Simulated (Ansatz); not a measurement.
One change: `P[SiH2][SeH]` becomes `[SiH3][SeH]`.

Ansatz, PBE0-D4/def2-TZVP geometries, multiplicity 1. Each molecule was computed in one conformer, which needn't be the lowest.

Scalar relativity is left out up to krypton.

```
                                        property  `P[SiH2][SeH]`
             HOMO–LUMO gap (PBE/def2-TZVPP) / eV            4.78
  size of the dipole moment (PBE/def2-TZVPP) / D            0.37
           HOMO energy (ωB97M-V/def2-TZVPP) / eV           -9.27
         HOMO–LUMO gap (ωB97M-V/def2-TZVPP) / eV           10.72
           HOMO–LUMO gap (B3LYP/def2-TZVPP) / eV            6.30
size of the dipole moment (B3LYP/def2-TZVPP) / D            0.43
```

Problem. What does the change do to each property? (An estimate is asked.)

Solution. Computed: 
| property | `[SiH3][SeH]` | shift |
| --- | --- | --- |
| HOMO–LUMO gap (PBE/def2-TZVPP) / eV | 5.01 | 0.23 |
| size of the dipole moment (PBE/def2-TZVPP) / D | 0.79 | 0.42 |
| HOMO energy (ωB97M-V/def2-TZVPP) / eV | -9.26 | 0.01 |
| HOMO–LUMO gap (ωB97M-V/def2-TZVPP) / eV | 10.86 | 0.14 |
| HOMO–LUMO gap (B3LYP/def2-TZVPP) / eV | 6.54 | 0.24 |
| size of the dipole moment (B3LYP/def2-TZVPP) / D | 0.85 | 0.42 |

The zero-point energy changes by -27.2 kJ/mol with -6 modes. Dipoles are sizes alone; their direction can turn.

B3LYP here is the variant with VWN-RPA as its local correlation; programs differ in this.

Spin–orbit coupling is left out; it splits and shifts lone-pair levels of the heavy atoms by tenths of an eV.
